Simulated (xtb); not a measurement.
NbO2Br, SMILES [O]=[Nb](=[O])[Br], multiplicity 1. All values are semi-empirical tight-binding results from xtb (GFN2-xTB unless named), good for trends rather than for accurate numbers. Coordinates come from a GFN2-xTB optimisation. The multiplicity is an assumed one; other spin states were not compared.

Optimised geometry:

Bonded distances (Å): Nb1–O2 1.704, Nb1–O3 1.704, Nb1–Br4 2.440. Angles (°): O2–Nb1–O3 110.1, O2–Nb1–Br4 98.1, O3–Nb1–Br4 98.1.

For metal compounds this method's bond lengths and energies can be far off.

Question: Estimate the properties. (An estimate is asked for; the answer gives what the named calculation found.)

Answer: 
point group as xtb finds it: Cs
orbital gap: 2.05 eV
zero-point energy: 3.4 kcal/mol
G − E(el) at 298.15 K (modified RRHO): -16.1 kcal/mol

Computed atomic charges and the Wiberg bond orders between heavy atoms:
charges (e) Nb1 0.44, O2 -0.30, O3 -0.30, Br4 0.16. Bond orders Nb1–O2 2.33, Nb1–O3 2.33, Nb1–Br4 1.53.
